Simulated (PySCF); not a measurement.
A PySCF script (with the pyscf-properties extension) for the NMR shieldings of SMILES CC(=O)OCC(=O)[SiH2]CCl, C5H9ClO3Si, on a GFN2-xTB geometry:

```python
import basis_set_exchange as bse
import numpy as np
from pyscf import gto, dft
from pyscf.prop import nmr

atoms = """
C     2.761919   -1.235300   -0.030598
C     2.164616    0.127418    0.159110
O     2.459510    0.914972    1.013371
O     1.232867    0.371966   -0.787625
C     0.569896    1.625497   -0.753478
C    -0.902953    1.391761   -0.510256
O    -1.720925    2.272995   -0.598620
Si   -1.316486   -0.436597   -0.065646
C    -3.188035   -0.461506    0.289572
Cl   -3.660482   -2.128075    0.721406
H     1.979036   -1.951848   -0.260184
H     3.303461   -1.526687    0.863823
H     3.453249   -1.201015   -0.870091
H     0.733168    2.139239   -1.705342
H     0.982594    2.239263    0.057841
H    -0.583721   -0.829575    1.137917
H    -1.012328   -1.295844   -1.208938
H    -3.474799    0.171689    1.126770
H    -3.790392   -0.179102   -0.571330
"""
names = dict.fromkeys(["C", "O", "Si", "Cl", "H"], "pcSseg-1")
basis = {el: gto.basis.parse(bse.get_basis(n, elements=[el], fmt="nwchem")) for el, n in names.items()}
mol = gto.M(atom=atoms, basis=basis, charge=0, verbose=0)
mf = dft.RKS(mol, xc="PBE0")
mf.grids.level = 2
mf.grids.alignment = dft.numint.BLKSIZE   # the property module wants whole blocks of grid points
mf.conv_tol = 1e-9
mf.kernel()

calc = nmr.RKS(mf)   # GIAO
C = mf.mo_coeff
Co = C[:, mf.mo_occ > 0]
resp = mf.gen_response(singlet=True, hermi=2)
def vind(x):   # induced exchange potential for any number of trial vectors
    d = np.einsum("pi,xij,qj->xpq", C, 2 * x.reshape(-1, C.shape[1], Co.shape[1]), Co, optimize=True)
    return np.einsum("xpq,pi,qj->xij", resp(d - d.transpose(0, 2, 1)), C, Co, optimize=True).ravel()
mo1, _ = nmr.rhf.solve_mo1(calc, with_cphf=vind)
sigma = calc.kernel(mo1)
for i, s in enumerate(sigma):   # ppm
    print("%2d %-2s %9.2f" % (i, mol.atom_pure_symbol(i), np.trace(s) / 3))
```

**Question.** What does it print?

**Answer.** 
```
 0 C     163.83
 1 C      10.97
 2 O    -107.88
 3 O     140.01
 4 C     111.20
 5 C     -62.96
 6 O    -497.20
 7 Si    408.24
 8 C     158.61
 9 Cl    953.32
10 H      29.40
11 H      29.54
12 H      29.23
13 H      27.82
14 H      25.84
15 H      27.36
16 H      27.03
17 H      28.59
18 H      28.55
```

These numbers come from an equivalent density-fitted implementation of the same equations, which agrees with the script to about 0.01 ppm for H and up to a few tenths of a ppm for heavy atoms, so last digits may differ.

**Question.** Turn these shieldings into chemical shifts. Referencing at the same level of theory: ¹³C (σref 186.93), ²⁹Si (σref 349.16), ¹H (σref 31.72) against TMS; ¹⁷O (σref 336.08) vs H2O; ³⁵Cl (σref 949.78) against HCl.

**Answer.** Averaging equivalent atoms: C 5: 249.9; C 1: 176.0; C 4: 75.7; C 8: 28.3; C 0: 23.1; O 6: 833.3; O 2: 444.0; O 3: 196.1; Si 7: -59.1; Cl 9: -4; H 13/14: 4.89; H 15/16: 4.52; H 17/18: 3.15; H 10/11/12: 2.33 ppm. Unscaled 17O shifts of doubly bonded oxygen tend to come out too high, by tens of ppm or more. Experimental scales use liquid or dissolved standards, which lie at an offset from isolated H2O (liquid H2O: subtract about 36 ppm).

Size and cost of the density-fitted run: 229 basis functions, 90 s wall time on 1 thread of an Arm Neoverse V1, shared host; peak memory 1.1 GiB.
